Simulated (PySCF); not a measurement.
All numbers come from PySCF, PBE0, basis As def2-TZVP, H def2-TZVP (no relativity, density fitting).

Each entry is the lowest minimum that a search over a few typed start shapes (and spin states, where more than one is plausible) found, or that minimum re-optimised at the stated level; isomers with ligand–ligand bonds, or fragments after loss of a ligand pair, can lie lower. Open shells are unrestricted.

AsH3 is a singlet of C3v symmetry with As–H 1.522 Å (×3); H–As–H 92.0° (×3). Its wavenumbers are 922, 1018 (×2), 2215, 2228 (×2) cm⁻¹.

Problem. What changes when one electron is removed, giving AsH₃⁺?

Solution. It costs 9.63 eV between the minima (9.63 eV with zero-point energy). AsH₃⁺ is a doublet of C3v symmetry with As–H 1.497 Å (×3); H–As–H 112.5° (×3); wavenumbers 688, 924 (×2), 2296, 2362 (×2) cm⁻¹.
